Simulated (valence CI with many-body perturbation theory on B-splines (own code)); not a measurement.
## Level structure of Pb³³⁺

Computed by relativistic CI+MBPT: three valence electrons over a frozen Dirac-Fock core [Kr] 4d10, a basis of 8 s, 8 p, 9 d, 9 f, 6 g, 3 h, 2 i functions for each j, with the one-electron correlation potential Σ1 (screened to all orders), the two-electron term Σ2, the three-electron term Σ3, Breit, model QED; selected single and double excitations, second order for the rest (own B-spline code, finite nucleus).

The last digits are not significant, and no measured levels were compared; by estimate large intervals hold to a few tenths of a per cent, small ones and those within an open d or f shell to about a per cent. Core correlation moves these levels by up to 7400 cm⁻¹, and in measured spectra 5 to 20 % of such shifts remained as error; rates that hang on mixing are uncertain with them. The list stops below the first excitations out of the core. Only levels of the ground parity were solved; by the run's estimate the other parity begins above the list, which can be wrong where configurations are misplaced.

Levels 1 to 41 of 41, with energies above the lowest level, (4f5/2^3) J=9/2. "Leading %" is the weight of the configuration and term that name the level; weights of strongly mixed levels are sums over their largest components and can fall short. In the jj column 3d3/2^4 stands for four electrons in 3d with j = 3/2.

```csv
No.,Configuration,Term,J,E (cm⁻¹),Leading %,Second component,Leading jj
1,4f3,4I°,9/2,0,73,24 % 4f3 2H°,4f5/2^3 (91 %)
2,4f3,4F°,3/2,44935,48,35 % 4f3 2D°,4f5/2^3 (90 %)
3,4f3,4I°,11/2,45784,92,8 % 4f3 2H°,4f5/2^2 4f7/2 (97 %)
4,4f3,4G°,5/2,69486,46,24 % 4f3 4F°,4f5/2^3 (78 %)
5,4f3,2G°,9/2,73216,35,26 % 4f3 2H°,4f5/2^2 4f7/2 (90 %)
6,4f3,4I°,13/2,76786,74,23 % 4f3 2K°,4f5/2^2 4f7/2 (63 %)
7,4f3,4F°,5/2,87635,57,29 % 4f3 4G°,4f5/2^2 4f7/2 (91 %)
8,4f3,4S°,3/2,88567,48,26 % 4f3 2P°,4f5/2^2 4f7/2 (94 %)
9,4f3,2G°,7/2,89767,50,35 % 4f3 4F°,4f5/2^2 4f7/2 (96 %)
10,4f3,4I°,15/2,99229,48,38 % 4f3 2K°,4f5/2^2 4f7/2 (61 %)
11,4f3,4G°,7/2,106070,68,24 % 4f3 4F°,4f5/2^2 4f7/2 (89 %)
12,4f3,2H°,11/2,121540,48,26 % 4f3 4G°,4f5/2^2 4f7/2 (67 %)
13,4f3,2K°,13/2,121740,69,26 % 4f3 4I°,4f5/2 4f7/2^2 (66 %)
14,4f3,4F°,9/2,123950,48,24 % 4f3 2H°,4f5/2 4f7/2^2 (61 %)
15,4f3,4D°,1/2,124330,51,49 % 4f3 2P°,4f5/2^2 4f7/2 (96 %)
16,4f3,4D°,3/2,124630,38,30 % 4f3 2D°,4f5/2^2 4f7/2 (74 %)
17,4f3,4D°,5/2,128270,41,37 % 4f3 2D°,4f5/2^2 4f7/2 (88 %)
18,4f3,4G°,9/2,140010,60,30 % 4f3 2H°,4f5/2 4f7/2^2 (78 %)
19,4f3,2G°,7/2,141720,47,39 % 4f3 4F°,4f5/2 4f7/2^2 (95 %)
20,4f3,2L°,15/2,142250,54,39 % 4f3 4I°,4f5/2 4f7/2^2 (39 %)
21,4f3,2H°,11/2,148580,73,22 % 4f3 2I°,4f5/2 4f7/2^2 (60 %)
22,4f3,2D°,3/2,153000,37,22 % 4f3 4S°,4f5/2 4f7/2^2 (79 %)
23,4f3,2D°,5/2,163010,75,14 % 4f3 4F°,4f5/2 4f7/2^2 (93 %)
24,4f3,4G°,11/2,171700,53,34 % 4f3 2I°,4f5/2 4f7/2^2 (87 %)
25,4f3,2H°,9/2,171790,60,18 % 4f3 4F°,4f5/2 4f7/2^2 (67 %)
26,4f3,2P°,1/2,175720,51,49 % 4f3 4D°,4f5/2 4f7/2^2 (96 %)
27,4f3,4D°,7/2,179530,86,10 % 4f3 2F°,4f5/2 4f7/2^2 (63 %)
28,4f3,2I°,13/2,182440,91,8 % 4f3 2K°,4f5/2 4f7/2^2 (97 %)
29,4f3,2D°,3/2,186630,47,31 % 4f3 4D°,4f5/2 4f7/2^2 (87 %)
30,4f3,2L°,17/2,187730,100,,4f5/2 4f7/2^2 (100 %)
31,4f3,2K°,15/2,196490,55,32 % 4f3 2L°,4f7/2^3 (69 %)
32,4f3,2F°,5/2,198990,52,33 % 4f3 4D°,4f5/2 4f7/2^2 (94 %)
33,4f3,2G°,9/2,200090,54,22 % 4f3 2H°,4f7/2^3 (80 %)
34,4f3,2D°,3/2,225260,50,32 % 4f3 2P°,4f7/2^3 (90 %)
35,4f3,2H°,11/2,227880,58,21 % 4f3 2I°,4f7/2^3 (82 %)
36,4f3,2F°,7/2,232830,82,7 % 4f3 2G°,4f5/2 4f7/2^2 (62 %)
37,4f3,2G°,7/2,238160,77,19 % 4f3 2F°,4f5/2 4f7/2^2 (50 %)
38,4f3,2G°,9/2,239470,83,15 % 4f3 2H°,4f5/2 4f7/2^2 (78 %)
39,4f3,2D°,5/2,247230,60,23 % 4f3 2F°,4f7/2^3 (75 %)
40,4f3,2F°,7/2,323670,79,15 % 4f3 2G°,4f7/2^3 (64 %)
41,4f3,2F°,5/2,327920,97,,4f5/2 4f7/2^2 (78 %)
```

Where two levels of one J and parity lie close, their mixing, g and order are uncertain.

The ionisation energy to 4f2 3H_4 of the next ion comes out as 1284.7 eV (NIST: 1300 ± 60 eV (theoretical)). All 41 levels together are meant to be complete up to 1596500 cm⁻¹.
